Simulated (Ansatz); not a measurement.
```yaml
crystal:
  periodic: [false, false, false]
  atoms:
    - {symbol: C, position_ang: [-0.138625, -0.862369, -0.824434]}
    - {symbol: Si, position_ang: [0.497743, 0.434181, 0.322925]}
    - {symbol: F, position_ang: [1.359723, -0.292731, 1.449004]}
    - {symbol: S, position_ang: [-0.997752, 1.637409, 1.215060]}
    - {symbol: Br, position_ang: [1.827118, 1.848946, -0.727936]}
    - {symbol: H, position_ang: [0.693343, -1.431024, -1.245614]}
    - {symbol: H, position_ang: [-0.794361, -1.552566, -0.287477]}
    - {symbol: H, position_ang: [-0.703251, -0.404971, -1.638111]}
    - {symbol: H, position_ang: [-1.655439, 0.576725, 1.719584]}
basis:
  gaussian: {orbitals: cc-pVTZ, final_grid: {core_spheres: 8, valence_spheres: 7, degree: 23}}
hamiltonian: {xc: {name: r2SCAN50}, dispersion: d3bjatm}
```

```sh
$ ansatz run in.yaml --threads 4 --pin off --events-out ev --progress --plain --max-ram 10444MiB
```

It prints (some lines left out):

```
Functional definition: r2SCAN50
1710 factors; their error is unknown
mean field evaluation 1: about -92577.5751 eV, gradient 4.4e1 eV
mean field evaluation 2: about -92578.6943 eV, gradient 3.8e1 eV
mean field evaluation 4: about -92581.2547 eV, gradient 1.4e0 eV
mean field evaluation 8: about -92581.8372 eV, gradient 5.0e-1 eV
mean field evaluation 16: about -92581.8374 eV, gradient 2.7e-5 eV
mean field -92581.83739170 eV, -3402.3197699217 hartree, gradient 2.7e-5 eV, S^2 0.000000; 0 other end points of the search recorded, 0 dependent functions left out
reference -92581.83739877 eV, -3402.3197701815 hartree; 42, 42 occupied and 185, 185 virtual orbitals, 1710 factors
Total energy: -92581.93833554 eV, -3402.3234795394 hartree
```

Run time 3.1 s (4 threads of an Arm Neoverse V2 on a shared host); peak host memory 0.65 GiB.
